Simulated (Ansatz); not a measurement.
```yaml
crystal:
  periodic: [false, false, false]
  atoms:
    - {symbol: N, position_ang: [0.347236, 0.587677, -1.456444]}
    - {symbol: Ga, position_ang: [-0.149335, -0.015659, 0.185087]}
    - {symbol: N, position_ang: [0.588321, -1.512786, 0.898198]}
    - {symbol: S, position_ang: [-1.810345, 0.937580, 1.276752]}
    - {symbol: H, position_ang: [0.098709, 1.512019, -1.765503]}
    - {symbol: H, position_ang: [1.204483, 0.281318, -1.885800]}
    - {symbol: H, position_ang: [0.396107, -1.788331, 1.846075]}
    - {symbol: H, position_ang: [1.472514, -1.874080, 0.583304]}
    - {symbol: H, position_ang: [-2.059090, 1.825861, 0.301132]}
basis:
  gaussian: {orbitals: def2-SVPD}
magnetization: {spin_polarized: true, initial_magnetization: 1}
hamiltonian: {xc: {name: SPW92}}
```

```sh
$ ansatz run in.yaml --threads 4 --pin off --events-out ev --progress --plain --max-ram 10444MiB
```

It prints (some lines left out):

```
Error: a molecule whose nuclei and cores have a total charge of 66 cannot have a net charge of 0 together with 1 unpaired electrons
```

(1) Something in this input is off. What?

Results:

(1) The number of unpaired electrons doesn't fit the electron count. The program refused the input.
